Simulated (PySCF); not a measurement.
**Running PySCF for B**

File input.py (PySCF 2.14):

```python
from pyscf import gto, scf, cc

mol = gto.M(
    atom='B 0 0 0',
    basis='cc-pcvtz',
    charge=0,
    spin=1,
    verbose=3,
)
mf = scf.UHF(mol)
mf.kernel()
mycc = cc.CCSD(mf, frozen=1)
mycc.kernel()
e = mycc.ipccsd(nroots=3)[0]
print('roots (eV) =', (e*27.211386).round(3))
mf.dip_moment()
print('orbital energies (hartree):', [e[max(0, n-3):n+3].round(4) for e, n in zip(mf.mo_energy, mol.nelec)])
```

```bash
$ python input.py
```

Output (some set-up lines and the per-cycle HOMO/LUMO lines with their warnings removed):

```
converged SCF energy = -24.5320937091931  <S^2> = 0.76051469  2S+1 = 2.0104872
E(UCCSD) = -24.59732902766036  E_corr = -0.06523531846726813
roots (eV) = [ 8.285 12.874 13.034]
Dipole moment(X, Y, Z, Debye):  0.00000, -0.00000, -0.00000
orbital energies (hartree): [array([-7.7006, -0.5448, -0.3181,  0.0465,  0.0465,  0.2827]), array([-7.6857, -0.4461,  0.0571,  0.0571,  0.0989])]
```

In short: E(SCF) = -24.532094 Eh, E(CCSD) − E(SCF) = -0.06524 Eh, ⟨S²⟩ = 0.761, ionisation roots 8.285, 12.874, 13.034 eV.

Wall time 2.1 s on one thread of a shared host.

No search for the lowest solution was made.
